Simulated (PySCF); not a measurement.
# Molecular orbitals of BiP⁺

PBE0 at R = 2.407 Å; basis Bi def2-SVP with ECP60, P def2-SVP; scalar-relativistic core potentials; PySCF 2.14. State: ⁴Π (quartet), unpaired electrons π ↑↑↑, a second solution, started from another occupation. Only the outer orbitals are listed, counted within each symmetry, core potentials removing the inner ones.

```
spin  orbital  occ.  ε (eV)  on Bi (%)           main shells (%)
   α       7σ     1  -25.19         57           53 Bi s, 38 P s
   α       8σ     1  -21.05         45           55 P s, 42 Bi s
   α       4π     1  -14.30         34           65 P p, 32 Bi p
   α       4π     1  -14.02         34           65 P p, 32 Bi p
   α       9σ     1  -13.91         44           49 P p, 39 Bi p
   α       5π     1  -11.40         67           67 Bi p, 33 P p
   α       5π     0   -9.73         67           68 Bi p, 32 P p
   α      10σ     0   -5.85         65           63 Bi p, 38 P p
   α      11σ     0   -1.05         80  61 Bi s, 13 P s, 10 Bi d
   β       7σ     1  -23.57         68           64 Bi s, 27 P s
   β       8σ     1  -19.29         37           62 P s, 31 Bi s
   β       9σ     1  -13.25         42           50 P p, 38 Bi p
   β       4π     0  -10.67         59           58 Bi p, 40 P p
   β       4π     0  -10.08         56           54 Bi p, 44 P p
   β       5π     0   -8.05         43           57 P p, 42 Bi p
```

Problem. Which are the highest filled and the lowest empty level, where do they sit, and how wide is the gap?

Solution. Highest filled α 5π at -11.40 eV (in %: 67 Bi p, 33 P p); lowest empty β 4π at -10.67 eV (in %: 58 Bi p, 40 P p); the gap at PBE0 is 0.73 eV.

```
bond order (Mayer)                                                                                                : 1.44
⟨S²⟩                                                                                                              : 3.757
charge on Bi (Mulliken, basis-dependent)                                                                          : 0.73
charge on Bi (Löwdin, basis-dependent)                                                                            : 0.67
dipole moment (positive dipole points towards P; it is taken about the centre of mass and depends on that origin) : 1.31 D
```

These are scalar-relativistic numbers at best; spin–orbit coupling would shift them, the dissociation energy most.
